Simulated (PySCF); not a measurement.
He⁺ (helium, charge +1): BP86 calculation

Configuration: 1s1, 2S determinant. All numbers are calculated (PySCF 2.14, scalar relativity by spin-free X2C-1e, in Sapporo-DZP-2012).

- Total energy: -1.9875 hartree
- One-electron energy: -1.9936 hartree
- Hartree (Coulomb) energy: 0.6172 hartree
- Exchange-correlation energy: -0.6111 hartree
- ⟨S²⟩: 0.7500
- ⟨L²⟩: 0.000
- Sum of ⟨r⟩: 0.7658 bohr
- Sum of ⟨r²⟩: 0.7996 bohr²
- Langevin diamagnetic susceptibility: -0.633 ×10⁻⁶ cm³/mol
- Time after the integrals: 0.02 s of wall time on 1 thread of Neoverse-V1 (shared host)

| shell | electrons | mean orbital energy (eV) | rms radius, mean of both spins (bohr) |
| --- | --- | --- | --- |
| 1s α | 1 | -41.918 | 0.894 |

For one electron the Hartree and exchange-correlation energies should cancel; what remains is the self-interaction error.
